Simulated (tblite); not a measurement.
`[SiH3]C[C@H]1C[SiH2][SiH2]1`. Computed geometry: GFN2-xTB, gas phase.

```
atom  x, y, z in Å
Si1   -2.7255    0.2720    0.1812
C2    -1.1238   -0.5926    0.7191
C3     0.1389    0.2219    0.4658
C4     1.4179   -0.4439    1.0403
Si5    2.7041    0.0143   -0.3120
Si6    0.6929    0.5127   -1.3638
H7    -2.8497    1.5543    0.8801
H8    -3.8701   -0.5798    0.5173
H9    -2.7050    0.5108   -1.2638
H10   -1.0362   -1.5556    0.2077
H11   -1.1906   -0.8220    1.7887
H12    0.0149    1.1960    0.9531
H13    1.2811   -1.5265    1.0850
H14    1.6333   -0.1213    2.0590
H15    3.5999    1.1001    0.1060
H16    3.5712   -1.1058   -0.6986
H17    0.3315    1.8378   -1.8817
H18    0.1063   -0.4659   -2.2895
```

(1) What is the repulsion energy of the bare nuclei, Σ ZA·ZB/RAB?

(2) Which two atoms are farthest apart?

(3) How far apart are these pairs, which share no bond: C3···H10, C3···H13, Si5···H12, Si5···H13, H7···H15, H8···H18?

(4) Where is the centre of mass (commonest isotopes), and what is the radius of gyration?

(5) Write the matrix of distances between heavy atoms (Å, lower triangle).

Results:

(1) 428.59 Eh over 153 pairs, with full nuclear charges and distances in bohr; the largest single term is 44.64 Eh (Si5 with Si6).

(2) H8···H15, 7.67 Å; the next longest distance is 7.56 Å.

(3) C3···H10 2.146 Å (2 bonds apart); C3···H13 2.178 Å (2 bonds apart); Si5···H12 3.198 Å (3 bonds apart); Si5···H13 2.520 Å (2 bonds apart); H7···H15 6.512 Å (6 bonds apart); H8···H18 4.869 Å (5 bonds apart).

(4) Mass 132.025 u; centre at (0.173, 0.095, -0.103) Å; Rg = √(Σ m r²/M) = 2.226 Å. As Ia + Ib + Ic = 2 Σ m r², the three principal moments sum to 1308.2 u·Å².

(5) 
```
Si1   0.000
C2    1.898  0.000
C3    2.879  1.524  0.000
C4    4.292  2.566  1.552  0.000
Si5   5.458  4.011  2.689  1.922  0.000
Si6   3.759  2.977  1.934  2.687  2.324  0.000
```

Its GFN2-xTB frequencies are all real (lowest 58 cm⁻¹). One conformer, not necessarily the lowest.

Time: 0.91 s wall. Hardware: one thread, Intel Xeon Platinum 8488C (x86_64), shared host. This is the geometry optimisation.
